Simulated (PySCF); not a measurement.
# Spin-rotation constants: `C#C[Si@@](O)([SiH3])[GeH3]`, C$_{2}$H$_{8}$GeOSi$_{2}$

Molfile (atoms numbered from 1):
```
C2H8GeOSi2
     RDKit          3D

 14 13  0  0  0  0  0  0  0  0999 V2000
   -1.3530    2.6625   -0.3741 C   0  0  0  0  0  0  0  0  0  0  0  0
   -0.8499    1.6157   -0.0601 C   0  0  0  0  0  0  0  0  0  0  0  0
   -0.0974   -0.0292    0.3890 Si  0  0  1  0  0  4  0  0  0  0  0  0
   -0.0638   -0.1715    2.0179 O   0  0  0  0  0  0  0  0  0  0  0  0
   -1.4167   -1.8145   -0.2647 Si  0  0  0  0  0  4  0  0  0  0  0  0
    2.1188    0.0834   -0.4260 Ge  0  0  0  0  0  4  0  0  0  0  0  0
   -1.7926    3.5813   -0.6411 H   0  0  0  0  0  0  0  0  0  0  0  0
    0.4061    0.4414    2.5783 H   0  0  0  0  0  0  0  0  0  0  0  0
   -2.7702   -1.7253    0.2849 H   0  0  0  0  0  0  0  0  0  0  0  0
   -0.8541   -3.1055    0.1434 H   0  0  0  0  0  0  0  0  0  0  0  0
   -1.5364   -1.8418   -1.7263 H   0  0  0  0  0  0  0  0  0  0  0  0
    2.3408    0.9252   -1.6473 H   0  0  0  0  0  0  0  0  0  0  0  0
    3.1541    0.6149    0.5350 H   0  0  0  0  0  0  0  0  0  0  0  0
    2.7136   -1.2372   -0.8311 H   0  0  0  0  0  0  0  0  0  0  0  0
  1  2  3  0
  3  2  1  1
  3  4  1  0
  3  5  1  0
  3  6  1  0
  1  7  1  0
  4  8  1  0
  5  9  1  0
  5 10  1  0
  5 11  1  0
  6 12  1  0
  6 13  1  0
  6 14  1  0
M  END
```

Computed with PySCF 2.14.0, GIAO B97-2/pcSseg-1 magnetisability, rotational g tensor and spin-rotation constants, non-relativistic, gas phase. Geometry: GFN2-xTB.

The calculation is non-relativistic, which matters for the atoms heavier than Zn.

Problem. Give the nuclear spin-rotation constants along the inertial axes (H = +C I·J) beside the isotropic shieldings.

Solution. Rotational constants 1.5391, 0.9763, 0.7631 GHz. A star marks the isotopologue with that one atom substituted, in its own axes.
```tsv
atom	isotope	Caa (kHz)	Cbb (kHz)	Ccc (kHz)	mean (kHz)	σ (ppm)
H7	1H	-0.168	0.008	-0.078	-0.079	29.3
H8	1H	-0.162	-0.100	-0.034	-0.098	30.7
H9	1H	0.046	-0.090	-0.071	-0.038	28.2
H10	1H	-0.143	0.024	-0.067	-0.062	28.2
H11	1H	-0.149	-0.096	0.027	-0.073	28.5
H12	1H	-0.113	-0.066	-0.019	-0.066	28.7
H13	1H	-0.060	-0.093	-0.024	-0.059	28.6
H14	1H	-0.123	0.009	-0.072	-0.062	28.6
C1	13C*	0.527	0.125	0.262	0.305	81.6
C2	13C*	0.555	0.050	0.261	0.288	97.1
Si3	29Si*	-0.949	-0.666	-0.392	-0.669	374.2
O4	17O*	-0.108	-0.041	-0.088	-0.079	304.3
Si5	29Si*	-0.764	-0.482	-0.383	-0.543	460.4
Ge6	73Ge*	-0.337	-0.234	-0.176	-0.249	1683.6
```
For the geometry as given, no vibrational averaging.

Problem. How do the rotational constants and the g tensor change when H7, H8, H9, H10, H11, H12, H13, H14 are replaced by deuterium?

Solution. Constants 1.3549, 0.8853, 0.6913 GHz; g -0.0124, -0.0112, -0.0064, against -0.0141, -0.0123, -0.0071 before.
